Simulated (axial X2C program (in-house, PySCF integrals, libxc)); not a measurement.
## Low determinants of Cl²⁺

Computed with an axial X2C code built on PySCF integrals, basis dyall-v3z (cores contracted in-house), spin-free (one-electron X2C) and two-component (2c, atomic mean-field Coulomb and Gaunt terms). Energies in eV from the lowest row of each column (rows without correlated energies are left out; n/a marks j-coupled starts, which PBE0 does not hold); electrons by l are Mulliken totals of the Hartree–Fock solution, and PBE0 can relax to another configuration under the same block occupation. Coupled cluster uses truncated natural virtuals with an MP2 remainder. Frozen shells in the correlated columns: 2 s, 1 p.

The low spin-free determinants:

```csv
electrons by l,"M_S, M_L",HF,MP2,PBE0
s6 p9,"3/2, 0",0.00,0.00,0.00
s6 p9,"1/2, 0",1.24,1.65,1.09
```

And the two-component ones:

```
electrons by l  2M_J    HF   MP2  PBE0
         s6 p9     3  0.00  0.00  0.00
         s6 p9     1  1.25  1.65  1.09
```

Ground level as tabulated from the NIST Atomic Spectra Database (leading term): 2S+1 = 4, L = 0, J = 3/2.

Spin-free rows of one term, and 2c rows of one J level, should be degenerate; broken spherical symmetry, the missing current term of PBE0 and determinants that mix terms or J levels spread them. The search is wide but not exhaustive and can miss a configuration; gaps between s and d configurations can be off by some tenths of an eV with this basis and core.

The run took 2.6 s on 1 thread of Arm Neoverse V1, on a shared host.
